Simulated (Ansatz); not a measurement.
Ansatz (an electronic-structure program) input:

Ansatz 0.2 input:
```yaml
crystal:
  periodic: [false, false, false]
  atoms:
    - {symbol: B, position_ang: [0.34970942, 0.41433946, -0.19134774]}
    - {symbol: F, position_ang: [1.12615698, -0.61534359, 0.06612940]}
    - {symbol: C, position_ang: [-1.19182156, 0.39311001, 0.03213805]}
    - {symbol: H, position_ang: [-1.61394171, 1.38454165, 0.18881453]}
    - {symbol: H, position_ang: [-1.47133606, -0.26607732, 0.86064383]}
    - {symbol: H, position_ang: [-1.64775268, -0.01072948, -0.88071261]}
basis:
  gaussian:
    orbitals: aug-cc-pVDZ
magnetization: {spin_polarized: true, initial_magnetization: 1}
correlation: {method: ccsd_t, electrons: outside_noble_gas}
output: {forces: true}
```

Task: Predict the final energy.

Result: -164.20545 Eh (CCSD(T)/aug-cc-pVDZ). The basis has 96 functions.

It need not be the lowest isomer of its formula.
